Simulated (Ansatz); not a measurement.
Born–Oppenheimer molecular dynamics of BClFH2N (6 atoms, charge 0, multiplicity 1). It starts from a relaxed structure.

Level of theory: RKS BHLYP-D4/def2-SVP in Ansatz.

```yaml
ensemble: NVE (velocity Verlet)
time_step: 1 fs
steps_asked: 250
starting_velocities_drawn_for: 300 K
masses: H 10 u
seed: 61405
```

First frame:

```xyz
6
Properties=species:S:1:pos:R:3
B 0.055 -0.047 -0.068
F -0.020 -0.580 1.137
N 1.261 -0.001 -0.745
H 2.106 -0.367 -0.344
H 1.358 0.395 -1.661
Cl -1.426 0.601 -0.785
```

**Question.** How far do the bonds stretch over the last three quarters of this one trajectory? (Pairs bonded in most of those frames.)

**Answer.** 
```json
{"bond": "B1–F2", "mean (Å)": "1.321", "spread (Å)": "0.008", "shortest": "1.31", "longest": "1.33"}
{"bond": "B1–N3", "mean (Å)": "1.385", "spread (Å)": "0.015", "shortest": "1.35", "longest": "1.41"}
{"bond": "B1–Cl6", "mean (Å)": "1.776", "spread (Å)": "0.037", "shortest": "1.69", "longest": "1.84"}
{"bond": "N3–H4", "mean (Å)": "1.007", "spread (Å)": "0.025", "shortest": "0.96", "longest": "1.06"}
{"bond": "N3–H5", "mean (Å)": "1.005", "spread (Å)": "0.019", "shortest": "0.97", "longest": "1.04"}
```

Mean temperature of the second half: 148 K. The conserved energy stayed within 0.22 meV per atom of its start (net change 0.015 meV per atom), so the integration is sound. Over the second half the temperature averaged 0.49 of the 300 K drawn at the start: a run that starts near a minimum puts about half its kinetic energy into the potential. A run of 0.25 ps of so small a system gives no equilibrium averages.

Run time: 7.6 min on 1 thread of Intel(R) Xeon(R) CPU @ 2.60GHz (Ice Lake), on a shared host, peak memory 0.15 GiB.
